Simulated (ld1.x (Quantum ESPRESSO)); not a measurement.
# Tc: excitation energies, all-electron against TM

| Property | Result |
| --- | --- |
| Element | technetium |
| Generator | ld1.x (Quantum ESPRESSO) 7.5 |
| Type | norm-conserving Troullier–Martins (Kleinman–Bylander form) |
| Functional | PBE |
| Relativity | fully relativistic |
| Frozen core | [Kr] |
| Valence charge | 7 |
| Reference configuration | 4d5 5s2 5p0 |
| Partial waves | 5s (bound): rc 2.75 bohr; 5p (bound, empty): rc 2.80 bohr; 4d (bound): rc 1.85 bohr |
| Local potential | all-electron potential smoothed inside 1.40 bohr (lloc = -1) |
| Core correction | a·sin(br)/r model core inside 1.20 bohr |

Open shells are filled in proportion to 2j + 1 (rel_dist='average').

Energies are relative to the spin-unpolarised reference configuration 4d5 5s2 5p0; without spin polarisation the order of configurations can differ from experiment. Not all tests gave a result: 1 of 7 tests not solved or not reliable. Left out of the table: 4d4 5s2 5p1 (solver errors, printed error -1.9 eV).

(1) Give the all-electron excitation energy and the error of the potential for: 4d5 5s1 5p0; 4d5 5s0 5p0; 4d4 5s0 5p0; 4d4 5s2 5p0; 4d3 5s0 5p0; 4d5 5s0 5p2.

Levels in the configuration 4d4 5s0 5p0:

| level | all-electron (eV) | pseudo (eV) |
| --- | --- | --- |
| 4d j=3/2 | -35.356 | -35.589 |
| 4d j=5/2 | -35.009 | -35.240 |

Note: ghost states, extra bound levels that the all-electron valence spectrum of the same l lacks: s at -140.6 eV, p3/2 at -46.1 eV, p1/2 at -44.6 eV. A true bound ghost makes a file unfit for plane-wave use.

## Answers

(1)

```csv
valence configuration,charge,ΔE all-electron (eV),error AE − PS (meV)
4d5 5s1 5p0,+1,8.154,-6.2
4d5 5s0 5p0,+2,23.005,-42
4d4 5s0 5p0,+3,51.708,-107
4d4 5s2 5p0,+1,11.641,-67
4d3 5s0 5p0,+4,93.737,-590
4d5 5s0 5p2,0,7.703,-9.2
```

These tests converged, but a pseudo level misses the all-electron one widely, so the file describes the atom poorly there or has found another state: 4d3 5s0 5p0: empty 5s by 8.3 eV.
